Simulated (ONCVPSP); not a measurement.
## nickel: ONCV pseudisation with LDA (Perdew-Zunger), scalar-relativistic reference atom.

ONCVPSP 4.0.1 input, shortened (lines: element, Z, core and valence counts, functional; n l f; lmax; l rc ep ncon nbas qcut; lloc lpopt rc5 dvloc0; l nproj debl; icmod fcfact rcfact), LDA (Perdew-Zunger), scalar-relativistic:

```
  Ni 28.00    3    4        3      upf
    1    0    2.00
    2    0    2.00
    2    1    6.00
    3    0    2.00
    3    1    6.00
    3    2    8.00
    4    0    1.75
    2
    0    1.05    0.00    4    8   14.70
    1    0.75    0.00    3    6   10.30
    2    1.40    0.00    3    7    9.70
    4    3    0.65    0.00
    0    2    3.20
    1    3    3.10
    2    1    2.50
    1    0.40    0.00
```

Poles of the logarithmic derivatives, all-electron (AE) and pseudo (PS). s: poles at -2.3 (AE) and -2.3 (PS) Ha. p: poles at no energy (AE) and no energy (PS) Ha. d: poles at 0.2 (AE) and 0.3 (PS) Ha. Test radii: s 1.06, p 0.76, d 1.42 bohr.

- Cutoffs needed: 64 Ha and 196 Ha (the cutoffs (Ha) at which the residual kinetic energy of the hardest occupied pseudo-wave falls to 1 and 0.1 mHa per electron)
- Ghost test: no bound ghost flagged; GHOST(+) flags only above 600 eV
- Largest excitation error: +197 meV (all-electron minus pseudo) for 3s2 3p6 3d6 4s0, out of 4 test configurations
- rms error of d²Exc/dni dnj: 2.37 mHa without and 0.47 mHa with the model core
